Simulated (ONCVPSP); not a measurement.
# Plane-wave convergence, ONCV potential for Zr (Z = 40)

| Quantity | Value |
| --- | --- |
| Element | zirconium |
| Generator | ONCVPSP 4.0.1 |
| Type | optimised norm-conserving Vanderbilt (ONCV) |
| Functional | PBEsol |
| Relativity | scalar-relativistic |
| Frozen core | [Ar] 3d10 |
| Valence charge | 12 |
| Reference configuration | 4s2 4p6 4d2 5s2 |
| Partial waves | 4s+5s: rc 1.75 bohr, ncon 5, nbas 9, qcut 5.6 1/bohr, 2 projectors; 4p: rc 2.20 bohr, ncon 3, nbas 8, qcut 7.9 1/bohr, 2 projectors, debl 1.7 Ha; 4d: rc 3.10 bohr, ncon 4, nbas 8, qcut 6 1/bohr, 1 projector |
| Local potential | polynomial inside 1.55 bohr (lpopt 5, dvloc0 0 Ha) |
| Core correction | none |

Task: For each optimised wave give the share of its norm inside rc, the residual kinetic energy above qcut (Ha) and the cutoffs (Ha) for errors of 10, 1, 0.1 and 0.01 mHa per electron.

Result:

```
         wave  norm inside rc  residual KE  10 mHa  1 mHa  0.1 mHa  0.01 mHa
           4s           0.894      9.8e-04    11.5   16.1     64.9      77.4
           5s           0.045      2.7e-04     8.3   13.4     21.6      50.9
           4p           0.936      1.7e-09     7.5    9.6     15.7      21.2
p projector 2           0.081      6.8e-10     6.2    8.6     12.0      20.0
           4d           0.802      1.9e-09     7.9   10.3     12.3      13.8
```

The occupied waves need 16 Ha and 65 Ha for 1 and 0.1 mHa.
